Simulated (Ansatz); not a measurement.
Mg2Zn⁻. Total charge -1; doublet. Geometry PBE0/def2-TZVPD, basis def2-TZVPD, Ansatz.

Cartesian coordinates in Å:
```
Mg 1.030 -1.392 -0.022
Mg -1.580 0.059 -0.706
Zn 0.551 1.333 0.728
```

```json
{"run": "A", "HOMO (eV)": "-0.64", "LUMO (eV)": "3.00"}
{"run": "B", "HOMO (eV)": "0.68", "LUMO (eV)": "1.41"}
{"run": "C", "HOMO (eV)": "1.21", "LUMO (eV)": "1.54"}
{"run": "D", "HOMO (eV)": "-0.14", "LUMO (eV)": "2.57"}
{"run": "E", "HOMO (eV)": "0.39", "LUMO (eV)": "1.82"}
```

The structure comes from a short search, and lower isomers may exist.

HOMO and LUMO are taken over both spins.

Problem. The runs used BLYP, CAM-B3LYP, PBE0, r2SCAN, ωB97M-V. Estimate which is which.

Solution. A ωB97M-V (range-separated); B r2SCAN (0 % exact exchange); C BLYP (0 % exact exchange); D CAM-B3LYP (range-separated); E PBE0 (25 % exact exchange). Exact exchange lowers occupied and raises empty levels; among semilocal functionals meta-GGAs tend to open the gap a little, and such runs are hard to tell apart. The gap grows from 0.33 eV (BLYP) to 3.63 eV (ωB97M-V). At r2SCAN/def2-TZVPD, BLYP/def2-TZVPD, PBE0/def2-TZVPD the highest occupied level of the charge -1 doublet lies above zero (up to 1.21 eV). By energy differences its removal costs 0.81 eV (vertical, to the charge 0 singlet, at PBE0/def2-TZVPD).
